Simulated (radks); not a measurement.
Results of a calculation; reference values are marked as such.
Task: Isoelectronic series with 13 electrons, all held in the configuration [Ne] 3s2 3p1, which need not be the ground one along the series. Code: a radial shooting solver on a logarithmic mesh with Libxc functionals. Model: scalar-relativistic Kohn-Sham, PBE, spin-polarised, spherical densities, point nucleus; open shells are filled with parallel spins first. Total energies (hartree) and mean radii <r> (bohr):

| ion | E (hartree) | 3p up | 3s down |
|---|---|---|---|
| Al | -242.69177 | 3.402 | 2.535 |
| Si+ | -289.56242 | 2.443 | 2.055 |
| P2+ | -340.85356 | 1.963 | 1.743 |
| S3+ | -396.55850 | 1.658 | 1.521 |
| Cl4+ | -456.67791 | 1.442 | 1.353 |
| Ar5+ | -521.21619 | 1.280 | 1.220 |
| K6+ | -590.18003 | 1.152 | 1.112 |
| Ca7+ | -663.57772 | 1.049 | 1.023 |
| Sc8+ | -741.41888 | 0.9633 | 0.9468 |
| Ti9+ | -823.71416 | 0.8911 | 0.8817 |
| V10+ | -910.47523 | 0.8292 | 0.8252 |
| Cr11+ | -1001.71459 | 0.7756 | 0.7756 |
| Mn12+ | -1097.44565 | 0.7286 | 0.7317 |
| Fe13+ | -1197.68260 | 0.6870 | 0.6925 |
| Co14+ | -1302.44046 | 0.6501 | 0.6573 |
| Ni15+ | -1411.73503 | 0.6169 | 0.6256 |
| Cu16+ | -1525.58294 | 0.5870 | 0.5967 |
| Zn17+ | -1644.00159 | 0.5598 | 0.5704 |
| Ga18+ | -1767.00920 | 0.5351 | 0.5462 |
| Ge19+ | -1894.62480 | 0.5125 | 0.5240 |
| As20+ | -2026.86827 | 0.4917 | 0.5036 |
| Se21+ | -2163.76028 | 0.4725 | 0.4846 |

Estimate the row of Br22+.

Result: E (hartree) -2305.32240; 3p up 0.4547; 3s down 0.4669.
